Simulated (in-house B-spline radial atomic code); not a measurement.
Spin-orbit splittings of orbital energies (j = l + 1/2 less j = l - 1/2) and ratios of mean radii (lower j over upper j) along the 59-electron series, configuration [Kr] 4d10 4f12 5s1. Computed with an all-electron radial atomic-structure program (B-spline basis): Dirac-Hartree-Fock, average of the configuration, finite nuclei.

```
  ion   Z  splitting of 4p (eV)  radius ratio of 4p  splitting of 3p (eV)  radius ratio of 3p  splitting of 3d (eV)  radius ratio of 3d
Os17+  76                82.463             0.93563                339.91             0.92486                72.896             0.97425
Ir18+  77                88.794             0.93415                 362.7             0.92268                77.617             0.97355
Pt19+  78                95.531             0.93264                386.76             0.92045                82.569             0.97283
Au20+  79                102.69             0.93109                412.14             0.91818                 87.76             0.97211
```
